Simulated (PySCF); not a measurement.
Theory: core-valence-separated Tamm–Dancoff BHandHLYP/aug-pcX-1 (pcseg-1 on H) in PySCF, non-relativistic, gas phase, PBE0-D3(BJ)/def2-SVP geometry. BHandHLYP without relativity tends to put these K edges a few eV too low, so spacings mean more than positions.

Main lines of an unknown, eV (oscillator strength): C K: 284.9 (0.070), 285.2 (0.063), 287.5 (0.023), 287.6 (0.059), 289.3 (0.017); F K: 686.0 (0.030), 686.0 (0.012), 686.2 (0.026), 686.3 (0.010), 686.6 (0.052). Listed: the first five lines at most of each edge with a tenth or more of its strongest line's intensity; roots within 0.03 eV on the same or equivalent atoms are summed. Only the lowest roots were sought, and the top ones are left out.

Question: Which candidate gives them?
A. (E)-1,2,3,3,3-pentafluoropropene (`F/C=C(/F)C(F)(F)F`)
B. (Z)-1,2,3,3,3-pentafluoropropene (`F/C=C(\F)C(F)(F)F`)

Answer: B. 

- `F/C=C(\F)C(F)(F)F`: C K: 284.9 (0.070), 285.2 (0.063), 287.5 (0.023), 287.6 (0.059), 289.3 (0.017); F K: 686.0 (0.030), 686.0 (0.012), 686.2 (0.026), 686.3 (0.010), 686.6 (0.052). First C line listed at 284.9 eV, hole on the vinylic C–F carbon (1s→π*); first F line listed at 686.0 eV, hole on the vinyl fluorine.
- `F/C=C(/F)C(F)(F)F`: C K: 284.8 (0.068), 285.1 (0.062), 287.6 (0.029), 287.7 (0.059), 289.1 (0.017); F K: 686.0 (0.011), 686.0 (0.033), 686.2 (0.028), 686.3 (0.007), 686.4 (0.025). First C line listed at 284.8 eV, hole on the vinylic C–F carbon (1s→π*); first F line listed at 686.0 eV, hole on the vinyl fluorine.

One conformer each; other structures than these candidates weren't tested.

The values belong to the conformer `[F:1]/[CH:2]=[C:3](\[F:4])[C:5]([F:6])([F:7])[F:8]`: C2–C3–C5–F6 119°.
